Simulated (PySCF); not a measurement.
A calculated (PBE, PySCF 2.14, aug-cc-pwCVQZ, the non-relativistic Hamiltonian (point nucleus)) atom or ion has these occupied shells.

```json
{"shell": "1s α", "electrons": "1", "orbital energy (eV)": "-586.52", "rms radius, mean of both spins (bohr)": "0.231"}
{"shell": "1s β", "electrons": "1", "orbital energy (eV)": "-585.57", "rms radius, mean of both spins (bohr)": "0.231"}
{"shell": "2s α", "electrons": "1", "orbital energy (eV)": "-80.176", "rms radius, mean of both spins (bohr)": "1.06"}
{"shell": "2s β", "electrons": "1", "orbital energy (eV)": "-77.789", "rms radius, mean of both spins (bohr)": "1.06"}
{"shell": "2p α", "electrons": "1", "orbital energy (eV)": "-66.641", "rms radius, mean of both spins (bohr)": "1.01"}
```

Problem. Name the element and its charge.

Solution. O³⁺ (oxygen, charge +3), in [He] 2s2 2p1, 2P determinant.
